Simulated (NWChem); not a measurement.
The numbers come from NWChem runs, not from measurements. System: H4GeN2, charge 0, spin multiplicity 1, at a geometry optimised with B3LYP/def2-SVP. The structure started from a generated list of species. Level: MP2/def2-TZVPD, 11 core orbitals frozen.

Input file:

```
start mol
memory heap 200 mb stack 900 mb global 1100 mb
geometry units angstroms nocenter noautoz
  Ge     0.000000     0.000000     0.464876
  N      1.381453     0.000000    -0.748216
  H      2.347864     0.000000    -0.437270
  H      1.310736     0.000000    -1.763237
  N     -1.381453     0.000000    -0.748216
  H     -1.310736     0.000000    -1.763237
  H     -2.347864     0.000000    -0.437270
  symmetry group C2v
end
basis spherical
  * library def2-tzvpd
end
scf
  rhf
  nopen 0
  maxiter 100
  thresh 1e-7
  semidirect memsize 60000000 filesize 0
end
mp2
  freeze core 11
end
task mp2 energy
```

NWChem printed:

```
             Northwest Computational Chemistry Package (NWChem) 7.3.0
             --------------------------------------------------------

                                NWChem Input Module
                                -------------------

 Scaling coordinates for geometry "geometry" by  1.889725989
 (inverse scale =  0.529177249)

 Turning off AUTOSYM since
 SYMMETRY directive was detected!

                             Geometry "geometry" -> ""
                             -------------------------

 Output coordinates in angstroms (scale by  1.889725989 to convert to a.u.)

  No.       Tag          Charge          X              Y              Z
 ---- ---------------- ---------- -------------- -------------- --------------
    1 Ge                  32.0000     0.00000000     0.00000000     0.46487600
    2 N                    7.0000     1.38145300     0.00000000    -0.74821600
    3 H                    1.0000     2.34786400     0.00000000    -0.43727000
    4 H                    1.0000     1.31073600     0.00000000    -1.76323700
    5 N                    7.0000    -1.38145300     0.00000000    -0.74821600
    6 H                    1.0000    -1.31073600     0.00000000    -1.76323700
    7 H                    1.0000    -2.34786400     0.00000000    -0.43727000

 Effective nuclear repulsion energy (a.u.)     185.2494055212

            Nuclear Dipole moment (a.u.)
            ----------------------------
        X                 Y               Z
 ---------------- ---------------- ----------------
    -0.0000000000     0.0000000000    -0.0000113384

      Symmetry information
      --------------------

 Group name             C2v
 Group number             16
 Group order               4
 No. of unique centers     4

      Symmetry unique atoms

     1    2    3    4


 Summary of "ao basis" -> "" (spherical)
 ------------------------------------------------------------------------------
       Tag                 Description            Shells   Functions and Types
 ---------------- ------------------------------  ------  ---------------------
 *                         def2-tzvpd                 on all atoms
[...]
     1   1 0 0      0.000000      0.000000     -0.000000
     1   0 1 0      0.000000      0.000000      0.000000
     1   0 0 1     -0.504014      0.000000     -0.000011

     2   2 0 0    -19.226295      0.000000    147.052007
     2   1 1 0      0.000000      0.000000      0.000000
     2   1 0 1     -0.000000      0.000000      0.000000
     2   0 2 0    -24.053839      0.000000      0.000000
     2   0 1 1     -0.000000      0.000000      0.000000
     2   0 0 2    -21.907049      0.000000     76.254759

                   NWChem MP2 Semi-direct Energy/Gradient Module
                   ---------------------------------------------

  Basis functions       =    164
  Molecular orbitals    =    164
  Frozen core           =     11
  Frozen virtuals       =      0
  Active alpha occupied =     14
  Active beta occupied  =     14
  Active alpha virtual  =    139
  Active beta virtual   =    139
  Use MO symmetry       = T
  Use skeleton AO sym   = T

  AO/Fock/Back tols     =   1.0D-09  1.0D-09  1.0D-09

 GA uses MA = F    GA memory limited = T

 Available:
  local mem=  1.26D+08
 global mem=  1.44D+08
 local disk=  0.00D+00
  mp2_memr nvloc                   139
  nvloc new                   139
   1 passes of  14:        5242880                     152128                  88361716.
   1 passes of  14: M    126144777           G      144125408           F     120901897.

 Semi-direct pass number   1 of   1  for RHF alpha+beta  at        6.2s
  vrange nnbf                 13348
  mp2_eaftype                   337  avail_ma_in_mb                  1099
 EAF : mp2_eaftype filesize         337   44180858.
  mp2_eaf for mointskh                    337
Node 0 wrote    207.8 Mb in      0.3 s     Agg I/O rate:   784.0 Mb/s
 Done moints_semi at       18.4s
  mp2_eaftype                   337  avail_ma_in_mb                   762
 EAF : mp2_eaftype filesize         337   44180858.
  mp2_eaf for kh                   337
 Done maket at       18.9s
 Done multipass loop at       18.9s

          -------------------------------------------
          SCF energy               -2186.673310488409
          Correlation energy          -0.664579772563
          Singlet pairs               -0.398865952166
          Triplet pairs               -0.265713820398
          Total MP2 energy         -2187.337890260972
          -------------------------------------------

          ---------------------------------------------------
                    Spin Component Scaled (SCS) MP2
          Same spin pairs                     -0.177142546932
          Same spin scaling factor             0.333333333333
          Opposite spin pairs                 -0.487437225631
          Opposite spin scaling fact.          1.200000000000
          SCS-MP2 correlation energy          -0.643972186402
          Total SCS-MP2 energy             -2187.317282674810
          ---------------------------------------------------

 -----------------------
 Performance information
 -----------------------

 Timer overhead =  9.67D-08 seconds/call

               Nr. of calls         CPU time (s)                 Wall time (s)                GFlops
             ---------------    -------------------     ------------------------------   -------------------
Name         Min   Avg   Max    Min     Avg     Max     Min     Avg     Max   Mx/calls   Min     Max     Sum
mp2: moin     1     1     1    12.     12.     12.      12.     12.     12.     12.      0.0     0.0     0.0
mp2: make     1     1     1   0.48    0.48    0.48     0.48    0.48    0.48    0.48      0.0     0.0     0.0
mp2: tota     1     1     1    13.     13.     13.      13.     13.     13.     13.      0.0     0.0     0.0

 The average no. of pstat calls per process was 3.00D+00
 with a timing overhead of 2.90D-07s

 Task  times  cpu:       18.9s     wall:       18.9s

 Total times  cpu:       18.9s     wall:       18.9s
```
